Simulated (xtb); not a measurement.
C₃H₁₀ClNSi₃, singlet, from a rough starting geometry; GFN2-xTB (xtb).

Here is a job for xtb.
```
$ xtb mol.xyz --gfn 2 --opt vtight --json

# file mol.xyz
18

Cl     3.97448262    -1.05630506    -0.12538357
Si     3.02620130     0.79881138    -0.44680044
C      1.40222397     0.35358286    -1.10611957
C      0.27236625     0.03031446    -0.46728760
Si    -0.16656652     0.02458588     1.34223702
C     -2.03295393    -0.30083220     1.38462010
N     -2.32889141    -0.92894821     0.03938062
Si    -1.34873854    -0.47093233    -1.28706756
H      2.89667632     1.45132747     0.90009828
H      3.90784133     1.47624414    -1.35683364
H      1.46194320     0.24816774    -2.17218482
H      0.58170925    -1.04379888     2.07972070
H      0.11566225     1.38626747     1.93247118
H     -2.35424504    -0.96895840     2.12891865
H     -2.61946529     0.60125226     1.45862602
H     -3.35847255    -0.74251979    -0.20307018
H     -1.98898598     0.76410170    -1.90051381
H     -1.24373100    -1.61481360    -2.27405904
```

### Question
What does xtb print? Leave out banner, timings and long lists.

### Answer

```
   ID    Z sym.   atoms
    1   17 Cl     1
    2   14 Si     2, 5, 8
    3    6 C      3, 4, 6
    4    7 N      7
    5    1 H      9-18

           -------------------------------------------------
          |                Calculation Setup                |
           -------------------------------------------------

molecular fragmentation (1/2 indicates fragments):
111111111111211112
# atoms in fragment 1/2:    16     2
 fragment masses (1/2) :      177.81        2.02
CMA distance (Bohr)    :   2.617
constraining FC (au)   :  0.0500

           -------------------------------------------------
          |                 G F N 2 - x T B                 |
           -------------------------------------------------

          ...................................................
          :                      SETUP                      :
          :.................................................:
          :  # basis functions                  66          :
          :  # atomic orbitals                  62          :
          :  # shells                           30          :
          :  # electrons                        46          :
          :  max. iterations                   250          :
          :  Hamiltonian                  GFN2-xTB          :
          :  restarted?                      false          :
          :  GBSA solvation                  false          :
          :  PC potential                    false          :
          :  electronic temp.          300.0000000     K    :
          :  accuracy                    1.0000000          :
          :  -> integral cutoff          0.2500000E+02      :
          :  -> integral neglect         0.1000000E-07      :
          :  -> SCF convergence          0.1000000E-05 Eh   :
          :  -> wf. convergence          0.1000000E-03 e    :
          :  Broyden damping             0.4000000          :
          :  net charge                          0          :
          :  unpaired electrons                  0          :
          ...................................................

 iter      E             dE          RMSdq      gap      omega  full diag
   1    -24.2249680 -0.242250E+02  0.730E+00    2.86       0.0  T
   2    -24.4084459 -0.183478E+00  0.351E+00    2.61       1.0  T
   3    -24.4071152  0.133074E-02  0.331E+00    2.70       1.0  T
   4    -24.4266099 -0.194947E-01  0.160E+00    2.66       1.0  T
   5    -24.4178100  0.879986E-02  0.106E+00    2.75       1.0  T
   6    -24.4288326 -0.110226E-01  0.416E-01    2.67       1.0  T
   7    -24.4293383 -0.505679E-03  0.120E-01    2.67       1.0  T
   8    -24.4293437 -0.542952E-05  0.585E-02    2.67       1.0  T
   9    -24.4293494 -0.562246E-05  0.326E-02    2.67       1.0  T
  10    -24.4293518 -0.244608E-05  0.198E-02    2.67       1.2  T
  11    -24.4293530 -0.119721E-05  0.988E-03    2.67       2.4  T
  12    -24.4293533 -0.283239E-06  0.664E-03    2.67       3.5  T
  13    -24.4293534 -0.167628E-06  0.510E-03    2.67       4.6  T
  14    -24.4293536 -0.161771E-06  0.232E-03    2.67      10.1  T
  15    -24.4293536 -0.166555E-07  0.133E-03    2.67      17.7  T
  16    -24.4293536 -0.857428E-08  0.741E-04    2.67      31.8  T
  17    -24.4293536 -0.242812E-08  0.275E-04    2.67      85.6  T

   *** convergence criteria satisfied after 17 iterations ***

         :::::::::::::::::::::::::::::::::::::::::::::::::::::
         ::                     SUMMARY                     ::
         :::::::::::::::::::::::::::::::::::::::::::::::::::::
         :: total energy             -24.176486992934 Eh    ::
         :: gradient norm              0.117767590050 Eh/a0 ::
         :: HOMO-LUMO gap              2.669707735574 eV    ::
         ::.................................................::
         :: SCC energy               -24.429288225405 Eh    ::
         :: -> isotropic ES            0.057869726302 Eh    ::
         :: -> anisotropic ES          0.005244754245 Eh    ::
         :: -> anisotropic XC          0.008523318155 Eh    ::
         :: -> dispersion             -0.017868423824 Eh    ::
         :: repulsion energy           0.252801232471 Eh    ::
         :: add. restraining           0.000000000000 Eh    ::
         :: total charge              -0.000000000000 e     ::
         :::::::::::::::::::::::::::::::::::::::::::::::::::::

      -----------------------------------------------------------
     |                   =====================                   |
     |                        A N C O P T                        |
     |                   =====================                   |
     |               Approximate Normal Coordinate               |
     |                Rational Function Optimizer                |
      -----------------------------------------------------------
      -----------------------------------------------------------
     |                   =====================                   |
     |                        A N C O P T                        |
     |                   =====================                   |
     |               Approximate Normal Coordinate               |
     |                Rational Function Optimizer                |
      -----------------------------------------------------------

          ...................................................
          :                      SETUP                      :
          :.................................................:
          :   optimization level         verytight          :
          :   max. optcycles                   360          :
          :   ANC micro-cycles                  20          :
          :   degrees of freedom                48          :
          :.................................................:
          :   RF solver                   davidson          :
          :   write xtbopt.log                true          :
          :   linear?                        false          :
[...]
 * total energy  :   -24.2008639 Eh     change       -0.4222210E-05 Eh
 * total energy  :   -24.2008685 Eh     change       -0.4556735E-05 Eh
 * total energy  :   -24.2008715 Eh     change       -0.2975458E-05 Eh
 * total energy  :   -24.2008747 Eh     change       -0.3193812E-05 Eh
 * total energy  :   -24.2008786 Eh     change       -0.3956401E-05 Eh
 * total energy  :   -24.2008816 Eh     change       -0.2994525E-05 Eh
 * total energy  :   -24.2008834 Eh     change       -0.1770878E-05 Eh
 * total energy  :   -24.2008837 Eh     change       -0.2631080E-06 Eh
 * total energy  :   -24.2008848 Eh     change       -0.1131479E-05 Eh
 * total energy  :   -24.2008851 Eh     change       -0.2784354E-06 Eh
 * total energy  :   -24.2008852 Eh     change       -0.1619303E-06 Eh
 * total energy  :   -24.2008853 Eh     change       -0.8032420E-07 Eh
   *** GEOMETRY OPTIMIZATION CONVERGED AFTER 114 ITERATIONS ***
         :: total energy             -24.200885313072 Eh    ::
[...]

    * Orbital Energies and Occupations

         #    Occupation            Energy/Eh            Energy/eV
      -------------------------------------------------------------
         1        2.0000           -1.0495275             -28.5591
       ...           ...                  ...                  ...
        11        2.0000           -0.4558389             -12.4040
        12        2.0000           -0.4541352             -12.3576
        13        2.0000           -0.4501454             -12.2491
        14        2.0000           -0.4477295             -12.1833
        15        2.0000           -0.4321225             -11.7587
        16        2.0000           -0.4287012             -11.6656
        17        2.0000           -0.4283549             -11.6561
        18        2.0000           -0.4214086             -11.4671
        19        2.0000           -0.4181690             -11.3790
        20        2.0000           -0.4015490             -10.9267
        21        2.0000           -0.3897404             -10.6054
        22        2.0000           -0.3639039              -9.9023
        23        2.0000           -0.3603756              -9.8063 (HOMO)
        24                         -0.2596865              -7.0664 (LUMO)
        25                         -0.1926594              -5.2425
        26                         -0.1785169              -4.8577
        27                         -0.1774634              -4.8290
        28                         -0.1733728              -4.7177
        29                         -0.1600970              -4.3565
        30                         -0.1533735              -4.1735
        31                         -0.1461710              -3.9775
        32                         -0.1370986              -3.7306
        33                         -0.0968627              -2.6358
        34                         -0.0550322              -1.4975
       ...                                ...                  ...
        62                          0.8266511              22.4943
      -------------------------------------------------------------
                  HL-Gap            0.1006891 Eh            2.7399 eV
             Fermi-level           -0.3100311 Eh           -8.4364 eV

     #   Z          covCN         q      C6AA      α(0)
     1  17 Cl       0.815    -0.282   108.040    15.901
     2  14 Si       3.526     0.483   100.123    19.312
     3   6 C        2.809    -0.139    31.554     9.203
     4   6 C        2.740    -0.193    33.063     9.415
     5  14 Si       3.749     0.465    97.840    18.932
     6   6 C        3.668    -0.089    22.478     6.798
     7   7 N        2.612    -0.336    28.642     7.948
     8  14 Si       3.710     0.474    97.776    18.935
     9   1 H        0.918    -0.070     4.611     3.358
    10   1 H        0.918    -0.070     4.617     3.360
    11   1 H        0.925     0.009     2.908     2.667
    12   1 H        0.918    -0.082     4.981     3.491
    13   1 H        0.918    -0.090     5.221     3.574
    14   1 H        0.924     0.003     3.009     2.712
    15   1 H        0.924    -0.005     3.153     2.777
    16   1 H        0.861     0.126     1.577     1.967
    17   1 H        0.915    -0.100     5.558     3.687
    18   1 H        0.918    -0.103     5.662     3.722

 Mol. C6AA /au·bohr⁶  :       6580.576469
 Mol. C8AA /au·bohr⁸  :     246871.912607
 Mol. α(0) /au        :        137.758785

Wiberg/Mayer (AO) data.
largest (>0.10) Wiberg bond orders for each atom

 ---------------------------------------------------------------------------
     #   Z sym  total        # sym  WBO       # sym  WBO       # sym  WBO
 ---------------------------------------------------------------------------
     1  17 Cl   1.165 --     2 Si   1.044
     2  14 Si   3.816 --     1 Cl   1.044     3 C    0.928    10 H    0.886
                             9 H    0.885
     3   6 C    3.978 --     4 C    1.937    11 H    0.975     2 Si   0.928
     4   6 C    3.937 --     3 C    1.937     5 Si   0.919     8 Si   0.852
     5  14 Si   3.582 --     4 C    0.919    12 H    0.884    13 H    0.882
                             6 C    0.854
     6   6 C    3.943 --     7 N    1.036    14 H    0.987    15 H    0.983
                             5 Si   0.854
     7   7 N    3.275 --     8 Si   1.171     6 C    1.036    16 H    0.970
     8  14 Si   3.795 --     7 N    1.171    18 H    0.873    17 H    0.872
                             4 C    0.852
     9   1 H    0.994 --     2 Si   0.885
    10   1 H    0.994 --     2 Si   0.886
    11   1 H    1.000 --     3 C    0.975
    12   1 H    0.993 --     5 Si   0.884
    13   1 H    0.992 --     5 Si   0.882
    14   1 H    1.000 --     6 C    0.987
    15   1 H    1.000 --     6 C    0.983
    16   1 H    0.984 --     7 N    0.970
    17   1 H    0.990 --     8 Si   0.872
    18   1 H    0.989 --     8 Si   0.873
 ---------------------------------------------------------------------------

Topologies differ in total number of bonds
Writing topology from bond orders to xtbtopo.mol

molecular dipole:
                 x           y           z       tot (Debye)
 q only:       -0.115       0.254      -0.614
   full:       -0.654       0.205      -0.505       2.163
molecular quadrupole (traceless):
                xx          xy          yy          xz          yz          zz
 q only:       -0.817       1.701       1.115      -5.425      -0.816      -0.298
  q+dip:       -1.137       1.318       3.014      -7.810      -0.222      -1.876
   full:        0.484       1.998       0.512      -7.382      -0.827      -0.996

optimized geometry written to: xtbopt.xyz

           -------------------------------------------------
          | TOTAL ENERGY              -24.200885313072 Eh   |
          | GRADIENT NORM               0.000044827087 Eh/α |
          | HOMO-LUMO GAP               2.739891181226 eV   |
           -------------------------------------------------
```
